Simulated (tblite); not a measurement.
Parent: `[CH3:1][C:2]1([F:3])[CH:4]=[CH:5][CH:6]=[CH:7]1`, C6H7F.

The geometries are computed with GFN2-xTB (gas phase). One conformer each, not checked by frequencies here.

| coordinate of the parent | value |
| --- | --- |
| C1–C2 | 1.530 Å |
| C2–F3 | 1.388 Å |
| C2–C4 | 1.509 Å |
| C4=C5 | 1.334 Å |
| C5–C6 | 1.460 Å |
| C6=C7 | 1.334 Å |
| C2–C7 | 1.509 Å |
| C1–C2–F3 | 107.8° |
| C1–C2–C4 | 111.4° |
| C1–C2–C7 | 111.4° |
| F3–C2–C4 | 111.9° |
| F3–C2–C7 | 111.9° |
| C4–C2–C7 | 102.4° |
| C2–C4–C5 | 109.2° |
| C4–C5–C6 | 109.5° |
| C5–C6–C7 | 109.6° |
| C2–C7–C6 | 109.2° |

Question: How does the shared frame change in `[CH3:1][C@@:2]1([F:3])[CH:4]=[CH:5][CH:6]=[C:7]1[CH2:8][SiH3:9]` with C6–C7–C8–Si9 -109°, C7H11FSi? Atoms pair as C1 = C1, C2 = C2, F3 = F3, C4 = C4, C5 = C5, C6 = C6, C7 = C7 (parent first).

Answer: 
| parent | relative | value in the relative | change |
| --- | --- | --- | --- |
| C1–C2 | C1–C2 | 1.527 Å | -0.003 |
| C2–F3 | C2–F3 | 1.393 Å | +0.005 |
| C2–C4 | C2–C4 | 1.509 Å | 0.000 |
| C4=C5 | C4=C5 | 1.335 Å | +0.001 |
| C5–C6 | C5–C6 | 1.454 Å | -0.006 |
| C6=C7 | C6=C7 | 1.342 Å | +0.008 |
| C2–C7 | C2–C7 | 1.520 Å | +0.011 |
| C1–C2–F3 | C1–C2–F3 | 107.8° | 0.0 |
| C1–C2–C4 | C1–C2–C4 | 111.4° | 0.0 |
| C1–C2–C7 | C1–C2–C7 | 112.5° | +1.1 |
| F3–C2–C4 | F3–C2–C4 | 111.6° | -0.3 |
| F3–C2–C7 | F3–C2–C7 | 110.8° | -1.1 |
| C4–C2–C7 | C4–C2–C7 | 102.8° | +0.4 |
| C2–C4–C5 | C2–C4–C5 | 109.0° | -0.2 |
| C4–C5–C6 | C4–C5–C6 | 109.8° | +0.3 |
| C5–C6–C7 | C5–C6–C7 | 110.1° | +0.5 |
| C2–C7–C6 | C2–C7–C6 | 108.2° | -1.0 |

Of the parent's bonds, C2–C7 changes most (+0.011 Å). Bonds of the relative outside the shared frame: C7–C8 1.472, C8–Si9 1.923 Å. Point group Cs → C1.
